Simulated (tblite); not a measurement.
Start geometry of `FC(C[SiH3])=C1COC1` from a force field or distance geometry (Å):
```
atom  x, y, z in Å
F1     0.6986   -1.3206    1.4965
C2     0.2078   -0.6866    0.3645
C3     0.9873   -0.7264   -0.8894
Si4    2.6342    0.0836   -0.5709
C5    -0.9526   -0.0531    0.4437
C6    -2.0273    0.2394    1.4267
O7    -2.8904    0.7145    0.4528
C8    -1.8404    0.7434   -0.4524
H9     1.2233   -1.7744   -1.1928
H10    0.4506   -0.2518   -1.7434
H11    2.5381    1.5143   -0.3816
H12    3.1916   -0.5770    0.6503
H13    3.5430   -0.2951   -1.6625
H14   -2.3456   -0.6564    1.9941
H15   -1.8008    1.0927    2.1254
H16   -1.4611    1.7467   -0.6869
H17   -2.1633    0.2188   -1.3838
```

Q: What comes out of this run: GFN2-xTB geometry optimisation, gas phase (tblite)?

A: 
```
atom  x, y, z in Å
F1     0.5790   -1.4206    1.4298
C2     0.1363   -0.7518    0.3290
C3     1.0357   -0.8683   -0.8405
Si4    2.6517    0.1286   -0.5600
C5    -0.9814   -0.0548    0.4194
C6    -2.0028    0.2513    1.4738
O7    -2.7321    1.0533    0.5367
C8    -1.7930    0.7939   -0.5111
H9     1.2867   -1.9191   -0.9899
H10    0.5117   -0.5134   -1.7256
H11    2.2865    1.5291   -0.3465
H12    3.3468   -0.4126    0.6044
H13    3.4647   -0.0191   -1.7673
H14   -2.5882   -0.5995    1.8362
H15   -1.6424    0.8349    2.3272
H16   -1.3116    1.7103   -0.8699
H17   -2.2546    0.2699   -1.3556
```

The energy falls by 44.3 kJ/mol over 92 L-BFGS steps, the largest force on an atom goes from 2.80 to 0.010 eV/Å, and the atoms move by 0.225 Å rms after alignment. The bond that changes most is C3–Si4 (sp3 carbon bound to silicon to SiH3 silicon), which lengthens by 0.057 Å. Bonds longer at the end by more than 0.005 Å: 6 of 17; shorter: 8. Among the angles that change most is C3–C2–C5, from 121.7° to 127.6°. Among the dihedrals that turn most is C2–C5–C6–H14, from -47° to -65°. Rotational constants go from 3505, 904.1, 782.2 to 3248, 908.7, 786.6 MHz. The orientation of the end geometry is arbitrary; only internal coordinates are fixed.

Its GFN2-xTB frequencies are all real (lowest 36 cm⁻¹). The numbers are those of one conformer.

All values are computed, not measured.
